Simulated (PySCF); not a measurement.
Si(NH2)(SiH3) (H5NSi2), SMILES N[Si][SiH3] (connectivity only; charge and spin as stated), neutral, multiplicity 1.

Geometry optimised at r2SCAN-D4/def2-TZVP. Other conformers were not sampled.

These are TDA-PBE0/def2-SVPD in PySCF 2.14.0 values and carry that method's errors.

Vertical excitations. Gas-phase values at a fixed geometry. State labels are in the subgroup Cs.

Question: List the lowest excited states. (Estimate from the structure and the level; the computed values follow.)

Answer: 
```tsv
state	symmetry	energy (eV)	λ (nm)	f	main pairs
S1	A"	2.91	427	0.009	HOMO→LUMO 98 %
S2	A'	4.92	252	0.086	HOMO→LUMO+1 91 %
S3	A'	5.78	215	0.011	HOMO→LUMO+3 65 %, HOMO→LUMO+2 32 %
S4	A"	5.93	209	0.000	HOMO→LUMO+4 52 %, HOMO−2→LUMO 46 %
S5	A'	6.02	206	0.306	HOMO→LUMO+2 57 %, HOMO→LUMO+3 22 %
S6	A'	6.32	196	0.258	HOMO−1→LUMO 78 %
S7	A"	6.40	194	0.046	HOMO−2→LUMO 44 %, HOMO→LUMO+4 34 %, HOMO−4→LUMO 18 %
S8	A'	6.45	192	0.106	HOMO→LUMO+5 82 %, HOMO−3→LUMO 13 %
S9	A"	6.74	184	0.032	HOMO−4→LUMO 77 %
S10	A'	6.78	183	0.150	HOMO−3→LUMO 64 %, HOMO→LUMO+6 17 %
T1	A"	1.80	688	0	HOMO→LUMO 98 %
T2	A'	3.91	317	0	HOMO→LUMO+1 91 %
T3	A'	4.47	277	0	HOMO−1→LUMO 94 %
T4	A"	4.79	259	0	HOMO−2→LUMO 69 %, HOMO−4→LUMO 16 %, HOMO→LUMO+4 10 %
```
Triplets are in the Tamm–Dancoff approximation.
